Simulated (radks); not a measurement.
Bi XLI, configuration [Kr] 4d7. All-electron calculation, scalar-relativistic Kohn-Sham, PBE, spin-polarised, spherical densities, finite nucleus; open shells are filled with parallel spins first (spin-orbit coupling, left out, can overturn this in heavy ions); Fermi nuclear charge, rms radius 5.5211 fm. Program: a radial shooting solver on a logarithmic mesh with Libxc functionals.

Unscreened Slater integrals over Kohn-Sham orbitals (eV). They are taken over the spin-up orbitals.

F0(4d,4d): 66.881
F2(4d,4d): 34.112
F4(4d,4d): 23.244
F0(4d,4p): 66.789
F2(4d,4p): 34.243
G1(4d,4p): 42.575
G3(4d,4p): 27.293
F0(4d,4s): 68.116
G2(4d,4s): 34.019
F0(4p,4p): 66.883
F2(4p,4p): 34.857
F0(4p,4s): 68.178
G1(4p,4s): 45.969
F0(4s,4s): 69.609

Derived for the open shells (J is the average intra-shell exchange parameter used in DFT+U). 4d: Racah B = F2/49 - 5 F4/441 = 0.4326 eV, C = 35 F4/441 = 1.845 eV, C/B = 4.26, F4/F2 = 0.681, J = (F2 + F4)/14 = 4.097 eV.
